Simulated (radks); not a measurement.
Results of a calculation; reference values are marked as such.
Task: Coherent X-ray form factor from a spherical all-electron density. Code: a radial shooting solver on a logarithmic mesh with Libxc functionals. Model: Dirac Kohn-Sham, BLYP, spin-unpolarised, spherical densities, finite nucleus; Fermi nuclear charge, rms radius of each element as measured or else 0.836 A^(1/3) + 0.57 fm.

| sin(theta)/lambda (1/angstrom) | f0 (electrons) |
|---|---|
| 0.05 | 59.594 |
| 0.1 | 58.416 |
| 0.15 | 56.578 |
| 0.2 | 54.238 |
| 0.25 | 51.575 |
| 0.3 | 48.755 |
| 0.4 | 43.157 |
| 0.5 | 38.094 |
| 0.6 | 33.743 |
| 0.8 | 26.949 |
| 1 | 22.187 |
| 1.25 | 18.344 |
| 1.5 | 15.906 |
| 2 | 12.379 |

The species is in the configuration that NIST lists as its ground one. Which atom or ion scatters so?

Result: The holmium ion Ho7+, [Kr] 4d10 4f9 5s2 5p3. Extrapolating in s^2 from the first two rows gives f0(0) = 60.0, near the electron count 60; among species with that count, the fall with angle is slower the higher Z, and the table is that of Z = 67; from so few rows the species is fixed only to a neighbour or two.
